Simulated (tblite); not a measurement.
Compound: C₅H₈OSi (charge +1 and doublet state).
Atom-mapped SMILES: `[SiH3:1][O:2][C+:3]1[CH:4][CH2:5][CH:6]=[CH:7]1` (hydrogens: H8, H9, H10 on Si1; H11 on C4; H12, H13 on C5; H14 on C6; H15 on C7)

A start from a force field or distance geometry was refined with tblite, GFN2-xTB geometry optimisation, gas phase. Values at the start:

```
  coordinate    start
      Si1–O2  1.682 Å
      Si1–H8  1.480 Å
       O2–C3  1.368 Å
       C3–C4  1.454 Å
       C3–C7  1.440 Å
       C4–C5  1.509 Å
      C4–H11  1.066 Å
       C5–C6  1.510 Å
      C5–H12  1.090 Å
       C6=C7  1.347 Å
      C6–H14  1.074 Å
      C7–H15  1.070 Å
   Si1–O2–C3   117.6°
    O2–C3–C4   116.8°
    O2–C3–C7   120.7°
    C3–C4–C5   104.6°
    C3–C7–C6   108.2°
    C4–C3–C7   111.1°
    C4–C5–C6   104.6°
    C5–C6–C7   111.2°
Si1–O2–C3–C4     136°
 O2–C3–C4–C5     150°
 O2–C3–C7–C6    -148°
 C3–C4–C5–C6      -4°
```

Question: How do these coordinates change at the GFN2-xTB level?

Answer: 
| coordinate | GFN2-xTB (Å or °) | change |
| --- | --- | --- |
| O2–C3 | 1.291 | -0.077 |
| C3–C4 | 1.405 | -0.049 |
| C4–C5 | 1.468 | -0.041 |
| Si1–H8 | 1.458 | -0.022 |
| Si1–O2 | 1.664 | -0.018 |
| C5–C6 | 1.495 | -0.015 |
| C4–H11 | 1.076 | +0.010 |
| C5–H12 | 1.096 | +0.006 |
| C7–H15 | 1.074 | +0.004 |
| C6=C7 | 1.350 | +0.003 |
| C3–C7 | 1.439 | -0.001 |
| C6–H14 | 1.075 | +0.001 |
| Si1–O2–C3 | 143.6 | +26.0 |
| O2–C3–C4 | 124.0 | +7.2 |
| O2–C3–C7 | 127.6 | +6.9 |
| C3–C4–C5 | 109.1 | +4.5 |
| C4–C3–C7 | 108.4 | -2.7 |
| C4–C5–C6 | 103.1 | -1.5 |
| C5–C6–C7 | 110.5 | -0.7 |
| C3–C7–C6 | 109.0 | +0.8 |
| Si1–O2–C3–C4 | 180 | +44 |
| O2–C3–C7–C6 | 180 | -32 |
| O2–C3–C4–C5 | 180 | +30 |
| C3–C4–C5–C6 | 0 | +4 |

The energy falls by 25.1 kcal/mol over 68 L-BFGS steps, the largest force on an atom goes from 3.90 to 0.007 eV/Å, and the atoms move by 0.311 Å rms after alignment. The bond that changes most is O2–C3 (ends: oxygen bonded to C and Si; carbon bonded to 2 C and O), which shortens by 0.077 Å. Bonds longer at the end by more than 0.005 Å: 2 of 15; shorter: 8. Among the dihedrals that turn most is Si1–O2–C3–C7, from -84° to 0°. Rotational constants go from 6472, 1264, 1109 to 7118, 1197, 1044 MHz.

On an Arm Neoverse V1 with one thread, shared host with 32 logical CPUs at a one-minute load of 17, this took 0.46 s of wall time.

Its GFN2-xTB frequencies are all real (lowest 80 cm⁻¹).

One conformer stands for the species.

All values are computed, not measured.
